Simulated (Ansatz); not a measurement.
Basis-set extrapolation for C$_{3}$H$_{8}$AlF (`CC[CH2][AlH][F]`) (PBE0-D4/def2-TZVP geometry, frozen core, Ansatz). Multiplicity 1, RHF reference.

|  | def2-TZVPP | def2-QZVPP |
| --- | --- | --- |
| HF | -459.792744 | -459.810768 |
| MP2 correlation | -0.860889 | -0.924658 |
| CCSD(T) correlation | -0.936979 | not run |

Energies in hartree. Use E(X) = E(∞) + A·exp(−7.88·√X) for Hartree–Fock and E(X) = E(∞) + B·X^(−2.97) for correlation, with X = 3 and 4, and add CCSD(T) minus MP2 of the smaller set to the MP2 limit.

Task: What is the CCSD(T) energy at the basis-set limit?

Result: HF limit: -459.810768 + (-0.018024) × 0.13774 = -459.81325. MP2 limit: -0.924658 + (-0.063769) × 0.74074 = -0.97189. Higher-order term: -0.936979 − (-0.860889) = -0.07609. Total: -460.86123 hartree, 345.3 kJ/mol below CCSD(T)/def2-TZVPP.
